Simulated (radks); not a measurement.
Values are calculated unless marked as measured or tabulated.
The rhenium anion Re- inside a hard spherical wall (all orbitals vanish at R), configuration held at [Xe] 4f14 5d6 6s2 and not refilled when levels cross. Level of theory: scalar-relativistic Kohn-Sham, PBE, spin-polarised, spherical densities, point nucleus; open shells are filled with parallel spins first (spin-orbit coupling, left out, can overturn this in heavy ions) (a radial shooting solver on a logarithmic mesh with Libxc functionals). Eigenvalues in eV for spin up, with the zero of energy where the potential of the charges vanishes at infinity; a dash marks a level that is unbound or too diffuse for the functional's potential to be trusted. A positive occupied level is held by the wall or, in an anion where self-interaction has pushed it up, behind a barrier. The pressure on the wall is -dE/dV.

| R (bohr) | E (hartree) | kinetic (hartree) | e(5p) | e(4f) | e(6s) | e(5d) | e(6p, empty) | e(7s, empty) | pressure (GPa) |
|---|---|---|---|---|---|---|---|---|---|
| 12 | -16692.3610 | 18450.343 | -39.797 | -34.176 | -0.313 | 1.038 | 3.179 | 4.111 | 0.0185 |
| 10 | -16692.3569 | 18450.359 | -39.478 | -33.866 | -0.081 | 1.331 | 3.673 | 5.609 | 0.0826 |
| 8 | -16692.3410 | 18450.436 | -38.762 | -33.156 | 0.466 | 1.979 | 4.712 | 8.936 | 0.578 |
| 7 | -16692.3159 | 18450.553 | -37.995 | -32.381 | 1.085 | 2.663 | 5.772 | 12.279 | 1.81 |
| 6 | -16692.2522 | 18450.833 | -36.575 | -30.919 | 2.314 | 3.916 | 7.734 | 18.236 | 6.53 |
| 3.5 | -16690.7113 | 18456.454 | -23.175 | -15.908 | 19.987 | 16.981 | 32.746 | 82.652 | 417 |
| 3 | -16689.0226 | 18462.372 | -15.474 | -6.636 | 35.377 | 25.882 | 53.070 | 128.74 | 1310 |
| 2.5 | -16684.7890 | 18477.221 | -1.699 | 9.882 | 69.023 | 43.144 | 94.935 | 217.16 | 5060 |
| 2 | -16672.0628 | 18520.439 | 28.894 | 43.098 | 153.12 | 82.662 | 192.63 | 409.56 | 25900 |
| 1.5 | -16623.0594 | 18675.235 | 121.77 | 122.16 | 404.00 | 198.60 | 467.38 | 914.19 | 200000 |
